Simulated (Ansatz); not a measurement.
One change: `C[SiH2][Se][Se]C` becomes `CC[Se][SiH2]C`.

Ansatz, PBE0-D4/def2-TZVP geometries, multiplicity 1. Each molecule was computed in one conformer, which needn't be the lowest.

Scalar relativity is left out up to krypton.

```
                                      property  `C[SiH2][Se][Se]C`
         LUMO energy (ωB97M-V/def2-TZVPP) / eV                0.55
           HOMO–LUMO gap (PBE/def2-TZVPP) / eV                3.11
       HOMO–LUMO gap (ωB97M-V/def2-TZVPP) / eV                9.12
size of the dipole moment (PBE/def2-TZVPP) / D                1.45
         HOMO energy (ωB97M-V/def2-TZVPP) / eV               -8.58
          HOMO–LUMO gap (PBE0/def2-TZVPP) / eV                5.08
```

(1) What does the change do to each property? (Best estimate.)

## Answers

(1) The calculation gave: 
```
                                      property  `CC[Se][SiH2]C`  shift
         LUMO energy (ωB97M-V/def2-TZVPP) / eV             1.63   1.08
           HOMO–LUMO gap (PBE/def2-TZVPP) / eV             4.38   1.27
       HOMO–LUMO gap (ωB97M-V/def2-TZVPP) / eV            10.21   1.09
size of the dipole moment (PBE/def2-TZVPP) / D             0.83  -0.62
         HOMO energy (ωB97M-V/def2-TZVPP) / eV            -8.58   0.00
          HOMO–LUMO gap (PBE0/def2-TZVPP) / eV             6.35   1.27
```

Dipoles are sizes alone; their direction can turn.

Spin–orbit coupling is left out; it splits and shifts lone-pair levels of the heavy atoms by tenths of an eV.
